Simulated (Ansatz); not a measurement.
Pulling on the Ge1–H2 bond in GeH4 (SMILES [GeH4]) (multiplicity 1 held, fragments rigid). Energies count from the point at 1.536 Å.
Geometry at that point (charge 0, multiplicity 1):
| atom | x (Å) | y (Å) | z (Å) |
|---|---|---|---|
| Ge | 0.0000 | 0.0000 | 0.0000 |
| H | -0.6159 | -0.8821 | -1.0960 |
| H | 0.5733 | -0.8907 | 1.1121 |
| H | -1.0824 | 0.9183 | 0.5865 |
| H | 1.1249 | 0.8545 | -0.6025 |

R- and RO- levels are restricted; in cc, def2 and unpolarised 6-31G sets they are followed outwards from rest. Active spaces are followed from a long bond inwards. Curves can end on different states.

Frozen-core correlation. Filled d and f shells under p-block atoms count as core.

Programs: Ansatz (Gaussian basis) for Hartree–Fock, density functionals and correlated methods. Values without a source in brackets are computed.

Energies in kcal/mol.

```csv
R (Å),R-CCSD/cc-pVDZ,R-CCSD(T)/cc-pVDZ,"SC-NEVPT2 on CASSCF(2,2)/cc-pVDZ","FIC-MRCISD on CASSCF(2,2)/cc-pVDZ","FIC-MRCISD+Q on CASSCF(2,2)/cc-pVDZ"
1.229,31.8,31.9,32.5,31.9,31.8
1.382,6.4,6.5,6.9,6.5,6.4
1.536,0.0,0.0,0.0,0.0,0.0
1.689,3.5,3.4,3.0,3.4,3.5
1.843,12.0,11.8,10.9,11.7,11.8
2.073,28.1,27.7,26.2,27.4,27.7
2.304,44.3,43.5,41.4,43.0,43.3
2.688,66.0,64.1,61.4,63.4,63.8
3.072,79.8,76.0,73.4,75.5,76.0
3.532,88.2,81.1,79.8,82.0,82.5
4.147,92.2,80.6,82.4,84.6,85.1
4.915,93.5,78.3,82.9,85.2,85.6
```

Doubts at one or more of the structures used: a restricted determinant that unrestricted orbitals would lower (R-CCSD/cc-pVDZ, R-CCSD(T)/cc-pVDZ); other coupled-cluster roots lie near (R-CCSD/cc-pVDZ, R-CCSD(T)/cc-pVDZ); T1 above 0.05 (R-CCSD/cc-pVDZ, R-CCSD(T)/cc-pVDZ).

Ansatz is a first-principles code.
